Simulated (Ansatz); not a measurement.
Problem. Name a neutral molecule of B, C, Cl, F, O, Si and H with LUMO energy (ωB97M-V/def2-TZVPP) between 1.35 and 1.65 eV and HOMO energy (PBE/def2-TZVPP) between -7.25 and -6.95 eV (Ansatz, PBE0-D4/def2-TZVP geometry).

Solution. `FB1OC1[SiH2]Cl` (1.40 eV, -7.20 eV). Other molecules can fit too; these were computed, each in one conformer that needn't be the lowest.
